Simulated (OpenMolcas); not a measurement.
**Ti2+ in CsCaF3: curves along the breathing mode**

Ti2+ with its 6 nearest fluoride ions, on the Ca site of CsCaF3 (a = 4.526 Å, distance in the model lattice 2.263 Å). The rest of the host is ab initio model potentials to 7.6 Å, with orthogonalisation functions on the cations behind the ligands, and point charges beyond; the distance is set by hand and nothing relaxes. Ligand basis ANO-RCC-VDZP.

```yaml
Program: OpenMolcas 26.06
Method: CASSCF
Basis: ANO-RCC-VDZP [5s4p2d1f]
Scalar_Hamiltonian: DKH2, point nucleus
Active_space: 2 electrons in 5 orbitals (3d)
State_averaging: 2S+1 = 3 even, 10 roots; 2S+1 = 1 even, 15 roots
Spin-orbit_coupling: state interaction with AMFI integrals over the reference wave functions
```

Spin-free energies (labels of O, the rotations of Oh) in cm-1 above the lowest fitted minimum, as all ligands move together:

| R (Å) | 3T1 | 3T2 | 1T2 | 1E | 3A2 | 3T1(2) | 1T2(2) |
| --- | --- | --- | --- | --- | --- | --- | --- |
| 2.057 | 3580 | 16730 | 15490 | 15620 | 31710 | 28350 | 30780 |
| 2.106 | 860 | 12470 | 12790 | 12980 | 25810 | 24200 | 26610 |
| 2.154 | 10 | 10310 | 11960 | 12200 | 22200 | 22130 | 24540 |
| 2.203 | 860 | 9980 | 12830 | 13120 | 20580 | 21890 | 24300 |
| 2.251 | 3320 | 11420 | 15300 | 15640 | 20900 | 23430 | 25840 |
| 2.299 | 7390 | 14610 | 19380 | 19770 | 23100 | 26700 | 29130 |
| 2.348 | 13300 | 19720 | 25290 | 25720 | 27310 | 31900 | 34340 |

Cubic fits give the following; the wavenumber is harmonic, with the mass of all moving ligands, small differences in it between states hang on the degree of the fit, a number in brackets counts states of one label, and the table is a selection of at most 14 states with clean curves.

| State | R0 (Å) | Breathing mode (cm-1) | Minimum (cm-1) |
| --- | --- | --- | --- |
| 3T1 | 2.155 | 465 | 0 |
| 3T2 | 2.188 | 483 | 9850 |
| 1T2 | 2.155 | 464 | 11960 |
| 1E | 2.153 | 464 | 12190 |
| 3A2 | 2.218 | 497 | 20450 |
| 3T1(2) | 2.185 | 482 | 21740 |
| 1T2(2) | 2.185 | 483 | 24140 |
| 1A1 | 2.165 | 463 | 23800 |
| 1T1 | 2.187 | 482 | 26680 |
| 1E(2) | 2.218 | 497 | 34860 |
| 1A1(2) | 2.207 | 498 | 54250 |

The minimum of 3T2 is shifted by +0.0323 Å against 3T1 (from the unrounded fits). With M = 114.0 u for the moving shell, the Huang-Rhys factor in this mode is S = M ω ΔR² / 2ħ = 0.01483 × 114.0 × 465 × 0.0323² = 0.82. Only the first shell moves, against a rigid host.

An orbital triplet at a regular site is open to Jahn-Teller coupling, which can distort the site and quench the lowest spin-orbit gaps and is left out. Without dynamic correlation the repulsion within the d shell is too large (B by tens of per cent), so at a given field states of lower spin stand too high. Ligand-to-metal charge-transfer states are missing. With no ligand orbital active B as a rule stays too high, so bands that hang on it stand too high and its fall with covalency is understated. With metal d orbitals alone and no dynamic correlation 10Dq can be off by a tenth to a fifth, either way, in oxide and fluoride hosts. No measured value stands beside these numbers.
